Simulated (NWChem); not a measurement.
System: oxalic acid (C2H2O4); SMILES C(O)(C(O)=O)=O

Input file for NWChem:

```
start job
memory heap 200 mb stack 900 mb global 1100 mb
geometry units angstroms noautoz
  O      1.054099     1.396354    -0.011453
  C     -0.109431     0.759676     0.000490
  O     -1.185976     1.283052     0.011245
  C      0.109431    -0.759676     0.000490
  O     -1.054099    -1.396354    -0.011453
  O      1.185976    -1.283052     0.011245
  H      0.854407     2.345514    -0.009296
  H     -0.854407    -2.345514    -0.009296
end
basis spherical
  * library 6-31g*
end
dft
  xc xpbe96 cpbe96
  iterations 150
  grid coarse
end
task dft gradient
```

NWChem printed, in part:

```
             Northwest Computational Chemistry Package (NWChem) 7.3.0
             --------------------------------------------------------

 C2  symmetry detected

                             Geometry "geometry" -> ""
                             -------------------------

 Output coordinates in angstroms (scale by  1.889725989 to convert to a.u.)

  No.       Tag          Charge          X              Y              Z
 ---- ---------------- ---------- -------------- -------------- --------------
    1 O                    8.0000     1.04312500     1.40457091    -0.01110430
    2 C                    6.0000    -0.11538036     0.75879519     0.00083870
    3 O                    8.0000    -1.19599341     1.27371946     0.01159370
    4 C                    6.0000     0.11538036    -0.75879519     0.00083870
    5 O                    8.0000    -1.04312500    -1.40457091    -0.01110430
    6 O                    8.0000     1.19599341    -1.27371946     0.01159370
    7 H                    1.0000     0.83600164     2.35213701    -0.00894730
    8 H                    1.0000    -0.83600164    -2.35213701    -0.00894730

 Effective nuclear repulsion energy (a.u.)     232.8134047334

      Symmetry information
      --------------------

 Group name             C2
 Group number              4
 Group order               2
 No. of unique centers     4

  pbe96 is a nonlocal functional; adding pw91lda local functional.

                                 NWChem DFT Module
                                 -----------------

 Summary of "ao basis" -> "ao basis" (spherical)
 ------------------------------------------------------------------------------
       Tag                 Description            Shells   Functions and Types
 ---------------- ------------------------------  ------  ---------------------
 O                           6-31g*                  6       14   3s2p1d
 C                           6-31g*                  6       14   3s2p1d
 H                           6-31g*                  2        2   2s

      Symmetry analysis of basis
      --------------------------

        a          44
        b          44

            General Information
            -------------------
          SCF calculation type: DFT
          Wavefunction type:  closed shell.
          No. of atoms     :     8
          No. of electrons :    46
           Alpha electrons :    23
            Beta electrons :    23
          Charge           :     0
          Spin multiplicity:     1
          Use of symmetry is: on ; symmetry adaption is: on
          Maximum number of iterations: 150
          AO basis - number of functions:    88
                     number of shells:    40
          Convergence on energy requested:  1.00D-06
          Convergence on density requested:  1.00D-05
          Convergence on gradient requested:  5.00D-04

              XC Information
              --------------
          PerdewBurkeErnzerhof Exchange Functional  1.000
            Perdew 1991 LDA Correlation Functional  1.000 local
           PerdewBurkeErnz. Correlation Functional  1.000 non-local

             Grid Information
             ----------------
          Grid used for XC integration:  coarse
          Radial quadrature: Mura-Knowles
          Angular quadrature: Lebedev.
          Tag              B.-S. Rad. Rad. Pts. Rad. Cut. Ang. Pts.
          ---              ---------- --------- --------- ---------
          O                   0.60       35          10.0       302
          C                   0.70       35           8.0       302
          H                   0.35       35          11.0       302
          Grid pruning is: on
          Number of quadrature shells:   140
          Spatial weights used:  Erf1

      Superposition of Atomic Density Guess
      -------------------------------------

 Sum of atomic energies:        -375.33438230

      Non-variational initial energy
      ------------------------------

 Total energy =    -377.914042
 1-e energy   =    -977.292675
 2-e energy   =     366.565228
 HOMO         =      -0.346802
 LUMO         =      -0.036972

      Symmetry analysis of molecular orbitals - initial
      -------------------------------------------------

  Numbering of irreducible representations:

     1 a           2 b

  Orbital symmetries:

     1 b           2 a           3 b           4 a           5 a
     6 b           7 a           8 b           9 b          10 a
    11 a          12 b          13 b          14 a          15 a
    16 a          17 b          18 b          19 a          20 b
    21 b          22 a          23 a          24 a          25 b
    26 a          27 b          28 b          29 a          30 b
    31 b          32 a          33 a

   convergence    iter        energy       DeltaE   RMS-Dens  Diis-err
 ---------------- ----- ----------------- --------- --------- ---------
 d= 0,ls=0.0,diis     1   -377.6312579235 -6.10D+02  3.58D-02  2.55D+00
 d= 0,ls=0.0,diis     2   -376.0966787790  1.53D+00  2.78D-02  1.85D+01
 d= 0,ls=0.0,diis     3   -377.8653616305 -1.77D+00  7.19D-03  5.39D-01
 d= 0,ls=0.0,diis     4   -377.8923616093 -2.70D-02  3.03D-03  2.69D-01
 d= 0,ls=0.0,diis     5   -377.9187701745 -2.64D-02  2.84D-04  1.94D-03
  Resetting Diis
 d= 0,ls=0.0,diis     6   -377.9189500514 -1.80D-04  6.83D-05  4.13D-05
 d= 0,ls=0.0,diis     7   -377.9189535759 -3.52D-06  5.17D-05  7.32D-06
 d= 0,ls=0.0,diis     8   -377.9189533408  2.35D-07  2.86D-05  9.14D-06
 d= 0,ls=0.0,diis     9   -377.9189543872 -1.05D-06  5.58D-06  7.76D-07
 d= 0,ls=0.0,diis    10   -377.9189544607 -7.35D-08  1.11D-06  2.40D-08

         Total DFT energy =     -377.918954460694
      One electron energy =     -979.897127135849
           Coulomb energy =      414.747379139609
    Exchange-Corr. energy =      -45.582611197855
 Nuclear repulsion energy =      232.813404733401

 Numeric. integr. density =       45.999984929708

                  Occupations of the irreducible representations
                  ----------------------------------------------

                     irrep           alpha         beta
                     --------     --------     --------
                     a                12.0         12.0
                     b                11.0         11.0

                       DFT Final Molecular Orbital Analysis
                       ------------------------------------

 Vector   21  Occ=2.000000D+00  E=-2.887069D-01  Symmetry=a
              MO Center= -6.4D-15,  4.6D-13, -1.9D-03, r^2= 3.5D+00
   Bfn.  Coefficient  Atom+Function         Bfn.  Coefficient  Atom+Function
  ----- ------------  ---------------      ----- ------------  ---------------
     5      0.366527  1 O  pz                61      0.366527  5 O  pz
    33     -0.298527  3 O  pz                75     -0.298527  6 O  pz
     9      0.270208  1 O  pz                65      0.270208  5 O  pz
    37     -0.198260  3 O  pz                79     -0.198260  6 O  pz
    19     -0.078289  2 C  pz                47     -0.078289  4 C  pz

 Vector   22  Occ=2.000000D+00  E=-2.775663D-01  Symmetry=b
              MO Center=  3.6D-14, -5.7D-14,  7.4D-03, r^2= 3.4D+00
   Bfn.  Coefficient  Atom+Function         Bfn.  Coefficient  Atom+Function
  ----- ------------  ---------------      ----- ------------  ---------------
    32      0.338082  3 O  py                74      0.338082  6 O  py
    31      0.246164  3 O  px                73      0.246164  6 O  px
    36      0.216100  3 O  py                78      0.216100  6 O  py
     3      0.181043  1 O  px                59      0.181043  5 O  px
    35      0.160663  3 O  px                77      0.160663  6 O  px

 Vector   23  Occ=2.000000D+00  E=-2.227978D-01  Symmetry=a
              MO Center= -4.7D-14,  6.2D-14,  7.5D-03, r^2= 3.5D+00
   Bfn.  Coefficient  Atom+Function         Bfn.  Coefficient  Atom+Function
  ----- ------------  ---------------      ----- ------------  ---------------
    32      0.405977  3 O  py                74     -0.405977  6 O  py
    36      0.292722  3 O  py                78     -0.292722  6 O  py
     3      0.193230  1 O  px                59     -0.193230  5 O  px
    20      0.172956  2 C  s                 48      0.172956  4 C  s
    31      0.149431  3 O  px                73     -0.149431  6 O  px

 Vector   24  Occ=0.000000D+00  E=-9.196024D-02  Symmetry=a
              MO Center= -7.3D-15, -6.7D-16,  2.6D-03, r^2= 2.6D+00
   Bfn.  Coefficient  Atom+Function         Bfn.  Coefficient  Atom+Function
  ----- ------------  ---------------      ----- ------------  ---------------
    19      0.352483  2 C  pz                47      0.352483  4 C  pz
    33     -0.321612  3 O  pz                75     -0.321612  6 O  pz
    37     -0.298925  3 O  pz                79     -0.298925  6 O  pz
    23      0.294805  2 C  pz                51      0.294805  4 C  pz
     5     -0.209578  1 O  pz                61     -0.209578  5 O  pz

[...]

                         DFT ENERGY GRADIENTS

    atom               coordinates                        gradient
                 x          y          z           x          y          z
   1 O       1.971220   2.654254  -0.020984   -0.026369   0.004987   0.000236
   2 C      -0.218037   1.433915   0.001585   -0.008929   0.018656   0.000148
   3 O      -2.260100   2.406981   0.021909    0.035443  -0.016613  -0.000343
   4 C       0.218037  -1.433915   0.001585    0.008929  -0.018656   0.000148
   5 O      -1.971220  -2.654254  -0.020984    0.026369  -0.004987   0.000236
   6 O       2.260100  -2.406981   0.021909   -0.035443   0.016613  -0.000343
   7 H       1.579814   4.444894  -0.016908    0.004439  -0.013346  -0.000041
   8 H      -1.579814  -4.444894  -0.016908   -0.004439   0.013346  -0.000041
```

Level: PBE/6-31G* (spherical d). All runs use the structure optimised with PBE0/def2-SVP.
